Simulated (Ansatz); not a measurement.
The cluster Sb₅⁺, relaxed as a singlet with RKS PBE0-D4/def2-SVP in Ansatz, starting from the GFN1-xTB geometry. Force threshold 0.02 eV/Å.

In the def2 sets Sb takes a core potential; there is no spin–orbit coupling. The restricted singlet is unstable towards broken spin symmetry in Hartree–Fock (as tested in another run); at PBE0-D4/def2-SVP this wasn't settled. Another isomer (singlet) lies 1.78 eV lower at PBE0-D4/def2-TZVP; other spin states weren't run for this one.

Start:

```
atom   x (Å)   y (Å)   z (Å)
 Sb1   0.165  -0.953  -2.557
 Sb2   1.583   0.231  -0.554
 Sb3  -2.264  -0.547  -1.657
 Sb4  -0.946   0.275   2.727
 Sb5   1.462   0.995   2.040
```

**Question.** Estimate the energy that the relaxation releases and the steps that it takes.

**Answer.** 60.6 kcal/mol, in 12 steps; 70 s on 4 threads of AMD EPYC 7R43 on a shared host. No frequencies were taken in this run, so the end may be a saddle point.

**Question.** Does the start keep its bonding and symmetry?

**Answer.** Bonds formed: Sb2–Sb3, Sb2–Sb4, Sb3–Sb4 (atoms count from 1). The end is the same structure that another start reached.

**Question.** Predict the relaxed structure.

**Answer.** 
```xyz
5

Sb    0.351   -1.327   -2.201
Sb    0.857    1.018   -0.614
Sb   -1.820   -0.434   -1.020
Sb   -0.988    0.571    1.803
Sb    1.600    0.171    2.032
```
Bond lengths: 7 × Sb–Sb 2.63 to 3.11 Å.
